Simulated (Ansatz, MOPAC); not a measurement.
Spectroscopic constants of NaO, multiplicity 2 (the spin of the measured ground state).

Seven points along R, fitted to fifth degree in 1/R; most abundant isotopes. In def2 and cc sets the state is the lowest found near the PBE0 minimum, followed along R.

Run with Ansatz (Gaussian basis) for Hartree–Fock, density functionals and correlated methods; MOPAC for AM1, PM6, PM7 (differences of heats of formation). Values without a source in brackets are computed.

```
level                 r_e (Å)  ω_e (cm⁻¹)  B_e (cm⁻¹)  ω_e x_e (cm⁻¹)  D_e (eV)  dipole (D)
--------------------  -------  ----------  ----------  --------------  --------  ----------
AM1                     2.085         633       0.411             3.8         -           -
PM6                     2.012         441       0.442             4.6         -           -
PM7                     2.047         709       0.427             3.8         -           -
SVWN5/def2-TZVPP        2.029         494       0.434             3.7      3.30        7.18
PBE/def2-TZVPP          2.070         466       0.417             3.5      2.86        7.15
r2SCAN/def2-TZVPP       2.056         487       0.423             3.5      2.77        7.75
B97M-V/def2-TZVPP       2.049         487       0.426             3.8      2.68        7.44
B3LYP/def2-TZVPP        2.052         488       0.424             3.4      2.70        7.63
PBE0/def2-TZVPP         2.047         492       0.427             3.5      2.54        7.79
BHLYP/def2-TZVPP        2.030         514       0.434             3.4      2.34        8.06
CAM-B3LYP/def2-TZVPP    2.035         505       0.432             3.4      2.75        7.84
wB97X-V/def2-TZVPP      2.050         498       0.425             3.2      2.76        8.05
wB97M-V/def2-TZVPP      2.048         496       0.426             3.3      2.77        7.90
B2PLYP/def2-TZVPP       2.047         493       0.426             3.4      2.63           -
CCSD/def2-TZVPP         2.042         501       0.429             3.5      2.35           -
CCSD/def2-QZVPP         2.048         510       0.426             3.6      2.55           -
CCSD(T)/def2-TZVPP      2.045         496       0.427             3.5      2.45           -
CCSD(T)/def2-QZVPP      2.052         504       0.424             3.7      2.67           -
```

D_e counts from each atom's lowest state at the same level, without counterpoise or zero-point energy.

Correlated levels freeze the inner cores; with def2 sets outer-core shells near the valence are correlated too. The state that AM1, PM6, PM7 reach isn't checked; PM7 holds dispersion and hydrogen-bond terms.

Measured for the ground state: D_0 2.76 ± 0.041 eV (a handbook's tabulated 298 K bond energy less 3RT/2; such tables hold older values) [Luo, bond dissociation energies, CRC Handbook].

Ansatz is a program for electronic structure.
